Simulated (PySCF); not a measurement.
C2H3F3Si2, SMILES F[SiH2]C#C[SiH](F)F, CAM-B3LYP/def2-SVP optimised geometry.

```
10

Si    -0.57    -0.32     0.00
F      1.05    -0.32     0.00
C     -1.14    -1.15    -1.53
C     -1.54    -1.70    -2.54
Si    -2.07    -2.53    -4.08
F     -2.96    -3.81    -3.70
F     -3.01    -1.52    -4.91
H     -1.04     1.08     0.00
H     -1.05    -1.08     1.18
H     -0.95    -2.94    -4.92
```

Density from CAM-B3LYP/def2-TZVP (PySCF 2.14.0) at that geometry.

Minimum of the electron density along straight lines between bonded atoms, close to the bond critical point (lines longer than 1.1 times the sum of covalent radii, or with two minima, are not listed):

| bond | length / Å | ρ at the minimum / e bohr⁻³ | ∇²ρ there / e bohr⁻⁵ | position (fraction from the first atom) |
|---|---|---|---|---|
| Si1–F2 | 1.617 | 0.134 | 0.91 | 0.42 |
| Si1–C3 | 1.837 | 0.121 | 0.29 | 0.39 |
| C3–C4 | 1.217 | 0.423 | ___ | 0.50 |
| C4–Si5 | 1.821 | 0.127 | 0.28 | 0.61 |
| Si5–F6 | 1.605 | 0.138 | 0.94 | 0.42 |
| Si5–F7 | 1.605 | 0.138 | 0.94 | 0.42 |
| Si1–H8 | 1.478 | 0.128 | 0.13 | 0.49 |
| Si1–H9 | 1.479 | 0.128 | 0.13 | 0.49 |
| Si5–H10 | 1.469 | 0.133 | 0.12 | 0.49 |

Question: Fill in the missing entries.

Answer: 
- C3–C4, ∇²ρ there / e bohr⁻⁵: -1.32
